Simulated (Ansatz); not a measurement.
A run for Ansatz (a quantum-chemistry and plane-wave program): U-CCSD(T)/def2-TZVPP on GeS, a point of a bond scan (R = 8.114 Å). The run froze 19 orbitals, filled d shells among them.

Ansatz 0.2 input:
```yaml
crystal:
  periodic: [false, false, false]
  atoms:
    - {symbol: Ge, position_ang: [-0.00000000, -0.00000000, -0.67616527]}
    - {symbol: S, position_ang: [0.00000000, 0.00000000, 7.43781793]}
basis:
  gaussian:
    orbitals: def2-TZVPP
correlation: {method: ccsd_t, electrons: outside_noble_gas}
scf: {omitted_lower_state_checks: [cluster_reference]}
magnetization: {spin_polarized: true, initial_magnetization: 0}
```

It printed:

```
WARN ansatz: RAYON_NUM_THREADS=1 ignored (pool sized by the plan → 1); use --threads N
Functional definition: HF
these checks for a lower state are left out or cut short: cluster_reference
integrals: 0.12 GiB planned
554 factors; integrals over basis functions are off by at most 1.7e-4 eV
mean field: 0.24 GiB planned
mean field evaluation 1: about -67262.2538 eV, gradient 2.5e1 eV
mean field evaluation 2: about -67262.2538 eV, gradient 2.5e1 eV
mean field evaluation 4: about -67145.6190 eV, gradient 4.9e1 eV
mean field evaluation 8: about -67284.6614 eV, gradient 2.7e0 eV
mean field evaluation 16: about -67285.3009 eV, gradient 1.9e0 eV
mean field evaluation 32: about -67288.1438 eV, gradient 2.7e-3 eV
mean field evaluation 64: about -67288.1448 eV, gradient 1.5e-3 eV
mean field evaluation 96: about -67288.1438 eV, gradient 7.8e-6 eV
mean field evaluation 128: about -67288.1448 eV, gradient 4.1e-5 eV
mean field evaluation 160: about -67288.9420 eV, gradient 4.0e-5 eV
mean field evaluation 192: about -67288.9425 eV, gradient 8.0e-3 eV
mean field evaluation 224: about -67288.9424 eV, gradient 2.5e-4 eV
mean field evaluation 256: about -67288.9431 eV, gradient 5.5e-2 eV
mean field evaluation 288: about -67288.9434 eV, gradient 8.1e-3 eV
mean field evaluation 320: about -67288.8701 eV, gradient 3.0e0 eV
mean field evaluation 352: about -67288.1229 eV, gradient 1.1e0 eV
mean field evaluation 384: about -67288.9420 eV, gradient 2.4e-3 eV
mean field evaluation 416: about -67288.9422 eV, gradient 2.3e-2 eV
mean field evaluation 448: about -67288.1364 eV, gradient 6.4e-1 eV
mean field evaluation 480: about -67288.9420 eV, gradient 1.3e-3 eV
mean field evaluation 512: about -67284.9988 eV, gradient 1.0e-1 eV
mean field -67288.94341883 eV, -2472.8230605579 hartree, gradient 2.4e-6 eV, S^2 2.023162; 24 other end points of the search recorded, 0 dependent functions left out
19 core orbitals not correlated
reference -67288.94341883 eV, -2472.8230605579 hartree; 5, 5 occupied and 66, 66 virtual orbitals, 554 factors
second order -4.53002312 eV of doubles, -0.00000000 eV of singles
coupled cluster: 0.24 GiB planned
cycle   1  -5.29201341 eV  change   -7.6e-1 eV  update   6.6e-2
cycle   2  -5.55769154 eV  change   -2.7e-1 eV  update   2.4e-2
cycle   3  -5.57184037 eV  change   -1.4e-2 eV  update   5.6e-3
cycle   4  -5.57280907 eV  change   -9.7e-4 eV  update   1.1e-3
cycle   5  -5.57242913 eV  change    3.8e-4 eV  update   2.5e-4
cycle   6  -5.57255343 eV  change   -1.2e-4 eV  update   6.3e-5
cycle   7  -5.57254196 eV  change    1.1e-5 eV  update   1.4e-5
cycle   8  -5.57253553 eV  change    6.4e-6 eV  update   6.8e-6
coupled cluster: 0.24 GiB planned
perturbative correction -0.17811885 eV, -0.0065457471 hartree
Total energy: -67294.69407321 eV, -2473.0343932084 hartree
Checks for a lower state left out: cluster_reference
```

The run converged. Its determinant has ⟨S²⟩ = 2.02, a mixture of spin states.

Cost: roughly 70 core-seconds.
